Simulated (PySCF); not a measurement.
ClH7Si3, SMILES [SiH3][SiH2][SiH2]Cl. Coordinates come from a PBE-D3(BJ)/def2-SVP optimisation. The values are those of a single conformer.

Computed equilibrium geometry at PBE-D3(BJ)/def2-SVP (PySCF confirms it by a frequency run) as bond lengths and angles (one conformer of several):
Atoms: Si1 Si2 Si3 Cl4 H5 H6 H7 H8 H9 H10 H11. Bonds (Å): Si1–Si2 2.353, Si1–H5 1.505, Si1–H6 1.505, Si1–H7 1.503, Si2–Si3 2.350, Si2–H8 1.507, Si2–H9 1.508, Si3–Cl4 2.097, Si3–H10 1.504, Si3–H11 1.504. Bond angles (°): Si2–Si1–H5 109.3, Si2–Si1–H6 110.7, Si2–Si1–H7 109.4, H5–Si1–H6 108.9, H5–Si1–H7 109.3, H6–Si1–H7 109.2, Si1–Si2–Si3 107.1, Si1–Si2–H8 110.5, Si1–Si2–H9 111.3, Si3–Si2–H8 109.6, Si3–Si2–H9 109.8, H8–Si2–H9 108.7, Si2–Si3–Cl4 106.2, Si2–Si3–H10 111.0, Si2–Si3–H11 114.2, Cl4–Si3–H10 108.1, Cl4–Si3–H11 108.2, H10–Si3–H11 108.8.
Charge 0, spin multiplicity 1.
